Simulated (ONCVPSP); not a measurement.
## u(r) = r·R(r): atom against pseudo-atom (titanium)

Columns: radius, all-electron u(r) and pseudo u(r) of the 3p shell (level -42.33 eV) of titanium in the configuration [Ne] 3s2 3p6 3d2 4s1.5; PBE, scalar-relativistic, ONCV scheme, ONCVPSP 4.0.1.

```json
{"r (bohr)": "0.128", "all-electron": "-0.4794", "pseudo": "0.0575"}
{"r (bohr)": "0.255", "all-electron": "-0.4002", "pseudo": "0.2134"}
{"r (bohr)": "0.382", "all-electron": "0.0506", "pseudo": "0.4290"}
{"r (bohr)": "0.510", "all-electron": "0.5017", "pseudo": "0.6564"}
{"r (bohr)": "0.638", "all-electron": "0.8162", "pseudo": "0.8469"}
{"r (bohr)": "0.765", "all-electron": "0.9825", "pseudo": "0.9696"}
{"r (bohr)": "0.893", "all-electron": "1.0334", "pseudo": "1.0172"}
{"r (bohr)": "1.020", "all-electron": "1.0062", "pseudo": "0.9977"}
{"r (bohr)": "1.148", "all-electron": "0.9331", "pseudo": "0.9305"}
{"r (bohr)": "1.275", "all-electron": "0.8383", "pseudo": "0.8379"}
{"r (bohr)": "1.402", "all-electron": "0.7364", "pseudo": "0.7363"}
{"r (bohr)": "1.530", "all-electron": "0.6357", "pseudo": "0.6356"}
{"r (bohr)": "1.658", "all-electron": "0.5420", "pseudo": "0.5420"}
{"r (bohr)": "1.785", "all-electron": "0.4585", "pseudo": "0.4584"}
{"r (bohr)": "1.912", "all-electron": "0.3851", "pseudo": "0.3851"}
{"r (bohr)": "2.040", "all-electron": "0.3212", "pseudo": "0.3212"}
{"r (bohr)": "2.168", "all-electron": "0.2667", "pseudo": "0.2667"}
{"r (bohr)": "2.295", "all-electron": "0.2210", "pseudo": "0.2210"}
{"r (bohr)": "2.422", "all-electron": "0.1826", "pseudo": "0.1826"}
{"r (bohr)": "2.550", "all-electron": "0.1503", "pseudo": "0.1503"}
{"r (bohr)": "2.678", "all-electron": "0.1235", "pseudo": "0.1235"}
{"r (bohr)": "2.805", "all-electron": "0.1014", "pseudo": "0.1014"}
{"r (bohr)": "2.932", "all-electron": "0.0832", "pseudo": "0.0832"}
{"r (bohr)": "3.060", "all-electron": "0.0680", "pseudo": "0.0680"}
{"r (bohr)": "3.188", "all-electron": "0.0555", "pseudo": "0.0555"}
{"r (bohr)": "3.315", "all-electron": "0.0454", "pseudo": "0.0454"}
```

Task: How many radial nodes do the two functions have?

Result: The all-electron 3p function has n − l − 1 = 1; the pseudo-wave has 0, since the states of the same l below it are removed with the core.

Task: At about which radius was the pseudo-wave matched?

Result: 1.45 bohr. The columns agree to 0.0005 from 1.27 bohr on; several derivatives are matched, so the curves merge somewhat inside the radius.

Task: Is the pseudo-wave norm-conserving?

Result: Yes: the ONCV scheme keeps the norm inside the radius equal to the all-electron one, which fixes the energy derivative of the logarithmic derivative at the level.
